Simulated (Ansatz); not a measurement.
Be₅Se₄⁺, relaxed as a doublet with UKS r2SCAN-D4/def2-SVP in Ansatz, starting from the GFN2-xTB geometry. Force threshold 0.02 eV/Å.

The gap within one spin of the charge 1 doublet nearly closes, so an electron or hole may be smeared out by delocalisation error. The relaxation made no stability test and no search for a lower SCF solution. Another isomer (doublet) lies 3.81 eV lower at PBE0-D4/def2-TZVP; other spin states weren't run for this one.

Start:

```xyz
9

Be    0.0092    0.0374   -0.0833
Be    4.2663   -2.8278   -5.9251
Be   -2.1399    1.4355    2.8674
Be    2.1985   -1.4479   -2.9458
Be   -4.2848    2.7505    5.9070
Se    1.0246   -0.6693   -1.4769
Se   -3.2881    2.1422    4.4671
Se    3.3220   -2.2068   -4.2800
Se   -1.1077    0.7861    1.4695
```

```json
{"step": "1", "energy (eV)": "-263365.4003", "largest force component (eV/Å)": "2.355", "SCF passes": "45"}
{"step": "2", "energy (eV)": "-263365.7216", "largest force component (eV/Å)": "1.038", "SCF passes": "31"}
{"step": "3", "energy (eV)": "-263365.9343", "largest force component (eV/Å)": "0.565", "SCF passes": "33"}
{"step": "4", "energy (eV)": "-263366.1379", "largest force component (eV/Å)": "0.527", "SCF passes": "32"}
{"step": "5", "energy (eV)": "-263366.3508", "largest force component (eV/Å)": "0.707", "SCF passes": "36"}
{"step": "6", "energy (eV)": "-263366.5910", "largest force component (eV/Å)": "0.623", "SCF passes": "39"}
{"step": "7", "energy (eV)": "-263366.8699", "largest force component (eV/Å)": "0.637", "SCF passes": "36"}
{"step": "8", "energy (eV)": "-263367.1754", "largest force component (eV/Å)": "0.553", "SCF passes": "38"}
{"step": "9", "energy (eV)": "-263367.4119", "largest force component (eV/Å)": "0.605", "SCF passes": "33"}
{"step": "10", "energy (eV)": "-263367.5981", "largest force component (eV/Å)": "0.457", "SCF passes": "31"}
{"step": "11", "energy (eV)": "-263367.7969", "largest force component (eV/Å)": "0.386", "SCF passes": "32"}
{"step": "13", "energy (eV)": "-263368.0769", "largest force component (eV/Å)": "0.231", "SCF passes": "25"}
{"step": "15", "energy (eV)": "-263368.2642", "largest force component (eV/Å)": "0.112", "SCF passes": "25"}
{"step": "17", "energy (eV)": "-263368.3793", "largest force component (eV/Å)": "0.098", "SCF passes": "25"}
{"step": "19", "energy (eV)": "-263368.4228", "largest force component (eV/Å)": "0.143", "SCF passes": "31"}
{"step": "21", "energy (eV)": "-263368.4341", "largest force component (eV/Å)": "0.369", "SCF passes": "31"}
{"step": "23", "energy (eV)": "-263368.4524", "largest force component (eV/Å)": "0.094", "SCF passes": "29"}
{"step": "25", "energy (eV)": "-263368.4651", "largest force component (eV/Å)": "0.225", "SCF passes": "23"}
{"step": "27", "energy (eV)": "-263368.4787", "largest force component (eV/Å)": "0.315", "SCF passes": "29"}
{"step": "29", "energy (eV)": "-263368.4935", "largest force component (eV/Å)": "0.068", "SCF passes": "29"}
{"step": "31 (rejected)", "energy (eV)": "-263368.4954", "largest force component (eV/Å)": "0.359", "SCF passes": "29"}
{"step": "33", "energy (eV)": "-263368.5093", "largest force component (eV/Å)": "0.032", "SCF passes": "23"}
{"step": "35", "energy (eV)": "-263368.5128", "largest force component (eV/Å)": "0.067", "SCF passes": "26"}
{"step": "37", "energy (eV)": "-263368.5156", "largest force component (eV/Å)": "0.107", "SCF passes": "28"}
{"step": "39", "energy (eV)": "-263368.5168", "largest force component (eV/Å)": "0.012", "SCF passes": "24"}
{"step": "41", "energy (eV)": "-263368.5171", "largest force component (eV/Å)": "0.046", "SCF passes": "23"}
{"step": "42", "energy (eV)": "-263368.5173", "largest force component (eV/Å)": "0.015", "SCF passes": "24"}
```

Force components are those of the run's own axes.

End:

Cartesian coordinates in Å:
```
Be 0.165 0.856 -0.283
Be 3.055 -1.325 -3.320
Be -0.816 0.617 2.294
Be 0.719 -1.199 -2.066
Be -2.961 2.003 3.008
Se -0.585 0.338 -2.098
Se -2.618 0.028 3.081
Se 2.140 -2.677 -2.156
Se 0.900 1.359 1.542
```

By distances, no bond broke or formed. The bond that changes most is Be1–Se6, from 1.86 to 2.03 Å (atoms count from 1).

The force fell under the threshold at step 36, but the optimiser went on and released 0.003 eV more. No frequencies were taken in this run, so the end may be a saddle point.

Hardware: 4 threads of Intel Xeon 6975P-C on a shared host. Wall time 2.5 min.
